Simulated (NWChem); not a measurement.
System: SiHBr, singlet; SMILES [SiH]Br

Input file for NWChem:

```
start job
memory heap 200 mb stack 900 mb global 1100 mb
geometry units angstroms
  Si     0.100618    -1.579925     0.000000
  H     -1.442655    -1.747775     0.000000
  Br     0.017377     0.688758     0.000000
end
basis spherical
  * library sto-3g
end
dft
  xc hfexch
  iterations 150
end
driver
  maxiter 120
end
task dft optimize
task dft freq
```

Low-valent species are run as closed-shell singlets; no triplet was tried in these runs. This build's default masses of Se (78.918 u) and Br (79.917 u) are each other's, which moves their modes by up to 0.6 %.

The level has its own optimisation; frequencies are unscaled.

Question: Give the results of this calculation. (Hartree-Fock/STO-3G.) Quantities: r H–Si (Å); r Br–Si (Å); highest harmonic frequency (cm⁻¹); lowest (cm⁻¹); zero-point energy (kcal/mol); dipole (D).

Answer: 
```
Property                           Result
---------------------------------  ------
r H–Si (Å)                          1.461
r Br–Si (Å)                         2.230
highest harmonic frequency (cm⁻¹)    2723
lowest (cm⁻¹)                         522
zero-point energy (kcal/mol)          6.2
dipole (D)                           2.48
```
